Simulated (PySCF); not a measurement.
Be⁺ (beryllium, charge +1) across methods

[He] 3d1, 2D determinant (an excited configuration). Computed with PySCF 2.14 in aug-cc-pVTZ (5s4p3d2f, 46 functions), with no relativity, point nucleus.

```csv
method,E (hartree),mean ε 1s β (eV),mean ε 1s α (eV),mean ε 3d α (eV),Σ⟨r²⟩ (bohr²),⟨S²⟩
MN15,-13.8841,-130.53,-130.53,-4.404,22.93,0.750
r2SCAN,-13.8924,-128.07,-128.06,-4.754,25.45,0.750
B3LYP,-13.8992,-130.70,-130.70,-5.169,24.94,0.750
UHF,-13.82926,-147.76,-147.76,-5.935,25.69,0.750
PBE0,-13.8685,-131.44,-131.44,-5.211,25.27,0.750
PBE,-13.8649,-125.72,-125.73,-4.899,25.06,0.750
BHandHLYP,-13.8881,-137.45,-137.45,-5.398,25.17,0.750
M06-2X,-13.8957,-136.79,-136.79,-5.435,24.99,0.750
```

Estimate the same row for LDA.

E (hartree) = -13.6789; mean ε 1s β (eV) = -124.24; mean ε 1s α (eV) = -124.24; mean ε 3d α (eV) = -4.626; Σ⟨r²⟩ (bohr²) = 25.63; ⟨S²⟩ = 0.750.

The outer electron is Rydberg-like, and this basis confines it to a smaller radius and binds it less than a complete one would.
